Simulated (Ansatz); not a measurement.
CH5AlF2OSi, SMILES `C[Si](F)(F)[O][AlH2]` at its PBE0-D4/def2-TZVP geometry, where that method's forces vanish. Total charge 0; spin multiplicity 1.

```xyz
11

C     0.5633   -1.8074   -0.3398
Si   -0.1053   -0.1842   -0.8794
F     0.8190    0.4303   -2.0169
F    -1.5284   -0.3840   -1.5583
O    -0.2400    0.8749    0.3110
Al   -0.4762    2.1461    1.3990
H     1.5594   -1.6895    0.0920
H    -0.0854   -2.2603    0.4129
H     0.6368   -2.4945   -1.1852
H     0.7259    3.1400    1.6314
H    -1.8692    2.2285    2.1335
```

What forces (eV/Å) does ωB97M-V/def2-TZVPP give on these atoms in the Gaussian-basis code of Ansatz? (An estimate is asked.)

Ansatz gave: 
```
C1   0.014 -0.037  0.006
Si2  0.070 -0.161  0.071
F3   0.099  0.057 -0.112
F4  -0.143 -0.027 -0.065
O5   0.003  0.017  0.047
Al6 -0.034  0.193  0.173
H7  -0.070 -0.010 -0.029
H8   0.047  0.030 -0.052
H9  -0.005  0.051  0.063
H10 -0.135 -0.107 -0.024
H11  0.154 -0.005 -0.079
```
